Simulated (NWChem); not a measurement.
System: AlCl, singlet; SMILES [Cl][Al]

Output (shortened):

```
             Northwest Computational Chemistry Package (NWChem) 7.3.0
             --------------------------------------------------------

 ORDER OF PRIMARY AXIS IS BEING SET TO 4
 C4V symmetry detected

                             Geometry "geometry" -> ""
                             -------------------------

 Output coordinates in angstroms (scale by  1.889725989 to convert to a.u.)

  No.       Tag          Charge          X              Y              Z
 ---- ---------------- ---------- -------------- -------------- --------------
    1 Al                  13.0000     0.00000000     0.00000000    -1.21659083
    2 Cl                  17.0000     0.00000000     0.00000000     0.93033417

 Effective nuclear repulsion energy (a.u.)      54.4724068279

      Symmetry information
      --------------------

 Group name             C4v
 Group number             18
 Group order               8
 No. of unique centers     2

                                Z-matrix (autoz)
                                --------

 Units are Angstrom for bonds and degrees for angles

      Type          Name      I     J     K     L     M      Value
      ----------- --------  ----- ----- ----- ----- ----- ----------
    1 Stretch                  1     2                       2.14693

  xc_inp: hfexch multiplicative factor not found.

                           NWChem Geometry Optimization
                           ----------------------------

 maximum gradient threshold         (gmax) =   0.000450
 rms gradient threshold             (grms) =   0.000300
 maximum cartesian step threshold   (xmax) =   0.001800
 rms cartesian step threshold       (xrms) =   0.001200
 fixed trust radius                (trust) =   0.300000
 source of zmatrix                         =   autoz

          -------------------
          Energy Minimization
          -------------------

 Using diagonal initial Hessian
 Scaling for Hessian diagonals: bonds = 1.00  angles = 0.25  torsions = 0.10

          --------
          Step   0

                                 NWChem DFT Module
                                 -----------------

 Summary of "ao basis" -> "ao basis" (spherical)
 ------------------------------------------------------------------------------
       Tag                 Description            Shells   Functions and Types
 ---------------- ------------------------------  ------  ---------------------
 Al                          3-21g                   7       13   4s3p
 Cl                          3-21g                   7       13   4s3p

      Symmetry analysis of basis
      --------------------------

        a1         14
        a2          0
        b1          0
        b2          0
        e          12

            General Information
            -------------------
          SCF calculation type: DFT
          Wavefunction type:  closed shell.
          No. of atoms     :     2
          No. of electrons :    30
           Alpha electrons :    15
            Beta electrons :    15
          Charge           :     0
          Spin multiplicity:     1
          Use of symmetry is: on ; symmetry adaption is: on
          Maximum number of iterations: 150
          AO basis - number of functions:    26
                     number of shells:    14
          Convergence on energy requested:  1.00D-06
          Convergence on density requested:  1.00D-05
          Convergence on gradient requested:  5.00D-04

              XC Information
              --------------
                     Hartree-Fock (Exact) Exchange  1.000

      Superposition of Atomic Density Guess
      -------------------------------------

 Sum of atomic energies:        -697.83984570

      Non-variational initial energy
      ------------------------------

 Total energy =    -697.937382
 1-e energy   =   -1076.420279
 2-e energy   =     324.010490
 HOMO         =      -0.265358
 LUMO         =       0.013624

      Symmetry analysis of molecular orbitals - initial
      -------------------------------------------------

  Numbering of irreducible representations:

     1 a1          2 a2          3 b1          4 b2          5 e

  Orbital symmetries:

     1 a1          2 a1          3 a1          4 a1          5 e
     6 e           7 a1          8 a1          9 e          10 e
    11 a1         12 a1         13 e          14 e          15 a1
    16 e          17 e          18 a1         19 a1         20 e
    21 e          22 a1         23 a1         24 e          25 e

   convergence    iter        energy       DeltaE   RMS-Dens  Diis-err
 ---------------- ----- ----------------- --------- --------- ---------
 d= 0,ls=0.0,diis     1   -697.9339407637 -7.52D+02  1.89D-02  8.83D-02
 d= 0,ls=0.0,diis     2   -697.9523261252 -1.84D-02  4.47D-03  1.81D-02
 d= 0,ls=0.0,diis     3   -697.9548396776 -2.51D-03  1.18D-03  1.57D-04
 d= 0,ls=0.0,diis     4   -697.9549174308 -7.78D-05  3.34D-04  9.43D-06
 d= 0,ls=0.0,diis     5   -697.9549231311 -5.70D-06  8.26D-05  6.04D-07
 d= 0,ls=0.0,diis     6   -697.9549235249 -3.94D-07  1.52D-05  2.31D-08
 d= 0,ls=0.0,diis     7   -697.9549235383 -1.34D-08  9.46D-07  1.07D-10

         Total DFT energy =     -697.954923538302
      One electron energy =    -1077.087001395584
           Coulomb energy =      370.341091668581
    Exchange-Corr. energy =      -45.681420639173
 Nuclear repulsion energy =       54.472406827874

 Numeric. integr. density =        0.000000000000

                  Occupations of the irreducible representations
                  ----------------------------------------------

                     irrep           alpha         beta
                     --------     --------     --------
                     a1                9.0          9.0
                     a2                0.0          0.0
                     b1                0.0          0.0
                     b2                0.0          0.0
                     e                 6.0          6.0

                       DFT Final Molecular Orbital Analysis
                       ------------------------------------

 Vector   13  Occ=2.000000D+00  E=-4.579576D-01  Symmetry=e
              MO Center= -5.4D-17,  2.0D-17,  8.6D-01, r^2= 1.3D+00
   Bfn.  Coefficient  Atom+Function         Bfn.  Coefficient  Atom+Function
  ----- ------------  ---------------      ----- ------------  ---------------
    20      0.541076  2 Cl px                24      0.491987  2 Cl px
    16     -0.252445  2 Cl px                21     -0.200278  2 Cl py
    25     -0.182108  2 Cl py                17      0.093442  2 Cl py
     7      0.074381  1 Al px                11      0.048197  1 Al px
     3     -0.038235  1 Al px                 8     -0.027532  1 Al py

 Vector   14  Occ=2.000000D+00  E=-4.579576D-01  Symmetry=e
              MO Center=  3.2D-17,  8.5D-17,  8.6D-01, r^2= 1.3D+00
   Bfn.  Coefficient  Atom+Function         Bfn.  Coefficient  Atom+Function
  ----- ------------  ---------------      ----- ------------  ---------------
    21      0.541076  2 Cl py                25      0.491987  2 Cl py
    17     -0.252445  2 Cl py                20      0.200278  2 Cl px
    24      0.182108  2 Cl px                16     -0.093442  2 Cl px
     8      0.074381  1 Al py                12      0.048197  1 Al py
     4     -0.038235  1 Al py                 7      0.027532  1 Al px

 Vector   15  Occ=2.000000D+00  E=-3.385653D-01  Symmetry=a1
              MO Center=  7.4D-16, -4.3D-15, -1.3D+00, r^2= 3.2D+00
   Bfn.  Coefficient  Atom+Function         Bfn.  Coefficient  Atom+Function
  ----- ------------  ---------------      ----- ------------  ---------------
    10      0.634919  1 Al s                  6      0.374192  1 Al s
    26      0.301628  2 Cl pz                22      0.281286  2 Cl pz
     2     -0.241249  1 Al s                  9     -0.214397  1 Al pz
    18     -0.130445  2 Cl pz                23     -0.130842  2 Cl s
     5      0.103992  1 Al pz                13     -0.095662  1 Al pz

 Vector   16  Occ=0.000000D+00  E= 2.707429D-02  Symmetry=e
              MO Center=  9.5D-23,  5.5D-22, -1.3D+00, r^2= 4.4D+00
   Bfn.  Coefficient  Atom+Function         Bfn.  Coefficient  Atom+Function
  ----- ------------  ---------------      ----- ------------  ---------------
    12      0.808015  1 Al py                 8      0.299973  1 Al py
    25     -0.262686  2 Cl py                 4     -0.153358  1 Al py
    21     -0.142094  2 Cl py                11      0.138813  1 Al px
    17      0.067853  2 Cl py                 7      0.051534  1 Al px
    24     -0.045128  2 Cl px                 3     -0.026346  1 Al px

 Vector   17  Occ=0.000000D+00  E= 2.707429D-02  Symmetry=e
              MO Center=  2.3D-22, -4.0D-23, -1.3D+00, r^2= 4.4D+00
   Bfn.  Coefficient  Atom+Function         Bfn.  Coefficient  Atom+Function
  ----- ------------  ---------------      ----- ------------  ---------------
    11      0.808015  1 Al px                 7      0.299973  1 Al px
    24     -0.262686  2 Cl px                 3     -0.153358  1 Al px
    20     -0.142094  2 Cl px                12     -0.138813  1 Al py
    16      0.067853  2 Cl px                 8     -0.051534  1 Al py
    25      0.045128  2 Cl py                 4      0.026346  1 Al py

 Vector   18  Occ=0.000000D+00  E= 1.132421D-01  Symmetry=a1
              MO Center= -1.3D-16,  7.7D-16, -1.2D+00, r^2= 6.0D+00
   Bfn.  Coefficient  Atom+Function         Bfn.  Coefficient  Atom+Function
  ----- ------------  ---------------      ----- ------------  ---------------
    13      1.286931  1 Al pz                23     -0.943158  2 Cl s
    10      0.711361  1 Al s                 26      0.448981  2 Cl pz
     9      0.157472  1 Al pz                22      0.144172  2 Cl pz
    15      0.117187  2 Cl s                  2     -0.088217  1 Al s
     5     -0.086029  1 Al pz                18     -0.069446  2 Cl pz

     Multipole analysis of the density
     ---------------------------------

     L   x y z        total         alpha         beta         nuclear
     -   - - -        -----         -----         ----         -------
     0   0 0 0     -0.000000    -15.000000    -15.000000     30.000000

[...]

      ----------------------
      Optimization converged
      ----------------------

  Step       Energy      Delta E   Gmax     Grms     Xrms     Xmax
  ---- ---------------- -------- -------- -------- -------- --------
@    3    -697.95879880 -4.7D-08  0.00000  0.00000  0.00026  0.00045
                                     ok       ok       ok       ok

                                Z-matrix (autoz)
                                --------

 Units are Angstrom for bonds and degrees for angles

      Type          Name      I     J     K     L     M      Value     Gradient
      ----------- --------  ----- ----- ----- ----- ----- ---------- ----------
    1 Stretch                  1     2                       2.27898   -0.00000

                         Geometry "geometry" -> "geometry"
                         ---------------------------------

 Output coordinates in angstroms (scale by  1.889725989 to convert to a.u.)

  No.       Tag          Charge          X              Y              Z
 ---- ---------------- ---------- -------------- -------------- --------------
    1 Al                  13.0000     0.00000000     0.00000000    -1.28262030
    2 Cl                  17.0000     0.00000000     0.00000000     0.99636364

 Effective nuclear repulsion energy (a.u.)      51.3159263011

      Symmetry information
      --------------------

 Group name             C4v
 Group number             18
 Group order               8
 No. of unique centers     2

                Final and change from initial internal coordinates
                --------------------------------------------------

                                Z-matrix (autoz)
                                --------

 Units are Angstrom for bonds and degrees for angles

      Type          Name      I     J     K     L     M      Value       Change
      ----------- --------  ----- ----- ----- ----- ----- ---------- ----------
    1 Stretch                  1     2                       2.27898    0.13206

 ==============================================================================
                                internuclear distances
 ------------------------------------------------------------------------------
       center one      |      center two      | atomic units |  angstroms
 ------------------------------------------------------------------------------
    2 Cl               |   1 Al               |     4.30666  |     2.27898
 ------------------------------------------------------------------------------
                         number of included internuclear distances:          1
 ==============================================================================

[second-derivative integrals and response iterations left out]

  Vibrational analysis via the FX method

  See chapter 2 in "Molecular Vibrations" by Wilson, Decius and Cross

  Vib: Default input used

 ---------------------------- Atom information ----------------------------
     atom    #        X              Y              Z            mass
 --------------------------------------------------------------------------
    Al       1  0.0000000D+00  0.0000000D+00 -2.4238009D+00  2.6981540D+01
    Cl       2  0.0000000D+00  0.0000000D+00  1.8828543D+00  3.4968850D+01
 --------------------------------------------------------------------------

[unprojected Hessian and modes left out]

        Vibrational analysis via the FX method
  --- with translations and rotations projected out ---
  --- via the Eckart algorithm                      ---
 Dependent rotation vector no.                    3
  found in ECKART; assuming linear geometry
 Projected Nuclear Hessian trans-rot subspace norm:1.9259D-34
                         (should be close to zero!)

[projected Hessian left out]

 Rotational Constants
 --------------------
 A=   0.000000 cm-1  (  0.000000 K)
 B=   0.213115 cm-1  (  0.306618 K)
 C=   0.213115 cm-1  (  0.306618 K)

 Temperature                      =   298.15K
 frequency scaling parameter      =   1.0000

 Linear Molecule

 Zero-Point correction to Energy  =    0.606 kcal/mol  (  0.000966 au)
 Thermal correction to Energy     =    2.267 kcal/mol  (  0.003612 au)
 Thermal correction to Enthalpy   =    2.859 kcal/mol  (  0.004556 au)

 Total Entropy                    =   54.802 cal/mol-K
   - Translational                =   38.274 cal/mol-K (mol. weight =  61.9504)
   - Rotational                   =   15.652 cal/mol-K (symmetry #  =        1)
   - Vibrational                  =    0.877 cal/mol-K

 Cv (constant volume heat capacity) =    6.382 cal/mol-K
   - Translational                  =    2.979 cal/mol-K
   - Rotational                     =    1.986 cal/mol-K
   - Vibrational                    =    1.416 cal/mol-K

[normal modes left out]

 ----------------------------------------------------------------------------
 Normal Eigenvalue ||           Projected Infra Red Intensities
  Mode   [cm**-1]  || [atomic units] [(debye/angs)**2] [(KM/mol)] [arbitrary]
 ------ ---------- || -------------- ----------------- ---------- -----------
    1        0.000 ||    0.003974           0.092         3.874       1.583
    2        0.000 ||    0.003974           0.092         3.874       1.583
    3        0.000 ||    0.003066           0.071         2.989       1.221
    4        0.000 ||    0.003066           0.071         2.989       1.221
    5        0.000 ||    0.000000           0.000         0.000       0.000
    6      424.438 ||    0.136567           3.151       133.133      54.392
 ----------------------------------------------------------------------------
```

Level: Hartree-Fock/3-21G. Low-valent species are run as closed-shell singlets; no triplet was tried in these runs.

Q: Which NWChem input produces such a log?

A: Several could match; the one computed here: the input that was run:
```
start job
memory heap 200 mb stack 900 mb global 1100 mb
geometry units angstroms
  Al     0.000000     0.000000    -1.209222
  Cl     0.000000     0.000000     0.937703
end
basis spherical
  * library 3-21g
end
dft
  xc hfexch
  iterations 150
end
driver
  maxiter 120
end
task dft optimize
task dft freq
```
